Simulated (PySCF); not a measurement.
FZn, neutral, multiplicity 2. Atoms are numbered in the order given.

```xyz
2

Zn     0.0000     0.0000    -0.4131
F      0.0000     0.0000     1.3769
```
Charge 0, spin multiplicity 2.

The structure is a stationary point at PBE0-D3(BJ)/def2-TZVPD. The spin state was assumed, not searched.

The numbers are results of r2SCAN/def2-TZVPD in PySCF, not measurements.

Mulliken values depend strongly on the basis, most of all with diffuse functions as here. ESP charges are fitted to the potential on shells at 1.4 to 2.0 van der Waals radii. Atomic charges (e):

```tsv
atom	meta-Löwdin	ESP fit	Mulliken	Mulliken spin
Zn1	0.81	0.40	0.55	0.92
F2	-0.81	-0.40	-0.55	0.08
```
